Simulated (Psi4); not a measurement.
F4Si, singlet, geometry from GFN2-xTB; Psi4 with MP2/STO-3G.

Psi4 was given this input:
```
memory 2 GB

molecule {
0 1
Si    0.00000000   -0.00000000    0.00000000
F     0.88552320    0.90402113    0.92229500
F    -0.91389002   -0.91243756    0.88560507
F    -0.89400971    0.90408216   -0.91401078
F     0.92237653   -0.89566573   -0.89388928
}

set {
  basis sto-3g
}

energy('mp2')
print_variables()
```

Predict the main parts of the log of this Psi4 run.


```
    SCF Algorithm Type (re)set to DF.

   => Loading Basis Set <=

    Name: STO-3G
    Role: ORBITAL
    Keyword: BASIS

         ---------------------------------------------------------
                                   SCF
               by Justin Turney, Rob Parrish, Andy Simmonett
                          and Daniel G. A. Smith
                              RHF Reference
         ---------------------------------------------------------

  ==> Geometry <==

    Molecular point group: c1
    Full point group: Td

    Geometry (in Angstrom), charge = 0, multiplicity = 1:

       Center              X                  Y                   Z               Mass
    ------------   -----------------  -----------------  -----------------  -----------------
         SI           0.000000000000    -0.000000000000    -0.000000001827    27.976926534650
         F            0.885523200000     0.904021130000     0.922294998173    18.998403162730
         F           -0.913890020000    -0.912437560000     0.885605068173    18.998403162730
         F           -0.894009710000     0.904082160000    -0.914010781827    18.998403162730
         F            0.922376530000    -0.895665730000    -0.893889281827    18.998403162730

  Running in c1 symmetry.

  Rotational constants: A =      0.13570  B =      0.13570  C =      0.13570 [cm^-1]
  Rotational constants: A =   4068.22486  B =   4068.22485  C =   4068.22484 [MHz]
  Nuclear repulsion =  270.896052770608776

  Charge       = 0
  Multiplicity = 1
  Electrons    = 50
  Nalpha       = 25
  Nbeta        = 25

  ==> Algorithm <==

  SCF Algorithm Type is DF.
  DIIS enabled.
  MOM disabled.
  Fractional occupation disabled.
  Guess Type is SAD.
  Energy threshold   = 1.00e-08
  Density threshold  = 1.00e-08
  Integral threshold = 1.00e-12

  ==> Primary Basis <==

  Basis Set: STO-3G
    Blend: STO-3G
    Number of shells: 17
    Number of basis functions: 29
    Number of Cartesian functions: 29
    Spherical Harmonics?: true
    Max angular momentum: 1

   => Loading Basis Set <=

    Name: (STO-3G AUX)
    Role: JKFIT
    Keyword: DF_BASIS_SCF

  ==> Integral Setup <==

  SCF_SUBTYPE=INCORE selected. In-core MEM_DF algorithm will be used.
  Using in-core AOs.

  ==> MemDFJK: Density-Fitted J/K Matrices <==

    J tasked:                   Yes
    K tasked:                   Yes
    wK tasked:                   No
    Algorithm:                 Core
    Schwarz Cutoff:           1E-12
[...]
  @DF-RHF Final Energy:  -677.84646343589986
    Total Energy =                       -677.8464634358998637
[...]

  //>>>>>>>>>>>>>>>>>>>>>>>>>>>>>>>>>>>//
  //               DFMP2               //
  //<<<<<<<<<<<<<<<<<<<<<<<<<<<<<<<<<<<//

   => Loading Basis Set <=

    Name: (STO-3G AUX)
    Role: RIFIT
    Keyword: DF_BASIS_MP2

	 --------------------------------------------------------
	                          DF-MP2
	      2nd-Order Density-Fitted Moller-Plesset Theory

	        Rob Parrish, Justin Turney, Andy Simmonett,
	           Ed Hohenstein, and C. David Sherrill
	 --------------------------------------------------------

   => Auxiliary Basis Set <=

  Basis Set: (STO-3G AUX)
    Blend: DEF2-SVP-RI
    Number of shells: 84
    Number of basis functions: 254
    Number of Cartesian functions: 293
    Spherical Harmonics?: true
    Max angular momentum: 3

	 --------------------------------------------------------
	                 NBF =    29, NAUX =   254
	 --------------------------------------------------------
	   CLASS    FOCC     OCC    AOCC    AVIR     VIR    FVIR
	   PAIRS       0      25      25       4       4       0
	 --------------------------------------------------------

	-----------------------------------------------------------
	 ==================> DF-MP2 Energies <====================
	-----------------------------------------------------------
	 Reference Energy          =    -677.8464634358998637 [Eh]
	 Singles Energy            =      -0.0000000000000000 [Eh]
	 Same-Spin Energy          =      -0.0178790364129603 [Eh]
	 Opposite-Spin Energy      =      -0.0713563629595319 [Eh]
	 Correlation Energy        =      -0.0892353993724922 [Eh]
	 Total Energy              =    -677.9356988352723192 [Eh]
	-----------------------------------------------------------
	 ================> DF-SCS-MP2 Energies <==================
	-----------------------------------------------------------
	 SCS Same-Spin Scale       =       0.3333333333333333 [-]
	 SCS Opposite-Spin Scale   =       1.2000000000000000 [-]
	 SCS Same-Spin Energy      =      -0.0059596788043201 [Eh]
	 SCS Opposite-Spin Energy  =      -0.0856276355514383 [Eh]
	 SCS Correlation Energy    =      -0.0915873143557584 [Eh]
	 SCS Total Energy          =    -677.9380507502555702 [Eh]
	-----------------------------------------------------------

  Variable Map:
  ----------------------------------------------------------------------------
[...]
  Array Variable Map:
  ----------------------------------------------------------------------------
[...]
[...]
```
